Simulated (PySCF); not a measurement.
CH7AlGeO. Atoms are numbered in the order given.

```xyz
11

Al     1.2578    -0.0034    -0.2536
Ge    -0.7084     0.0392     1.2591
H     -0.7352    -1.1838     2.2091
H     -0.7107     1.2892     2.1735
H     -2.0599     0.0414     0.5049
H      2.7665     0.0174     0.2112
O      1.0194    -0.0605    -1.9365
C     -0.0249    -0.0956    -2.8642
H      0.0372    -1.0096    -3.4818
H     -1.0237    -0.0782    -2.3861
H      0.0365     0.7701    -3.5479
```

Geometry: B3LYP-D3(BJ)/def2-SVP. The structure was generated by enumeration; whether it is a known compound was not checked. One conformer was computed; it need not be the lowest.

The numbers are results of C-PCM-B3LYP/def2-SVP (PySCF), not measurements.

The values are the electrostatic part of the solvation free energy, E(continuum) − E(gas) at the gas-phase geometry, in a cavity of scaled van der Waals radii (PySCF's table); cavitation and dispersion terms are not included. A continuum can't describe solvent molecules that bind to the metal. In vacuum the orbital gap is 5.67 eV. The dipole moment in vacuum is 0.92 D.

```csv
solvent,ε,ΔG(elec) (kcal/mol),dipole (D),gap (eV)
water,78.36,-4.4,1.08,5.97
ethanol,24.85,-4.3,1.07,5.96
n-hexane,1.88,-2.0,0.98,5.81
```
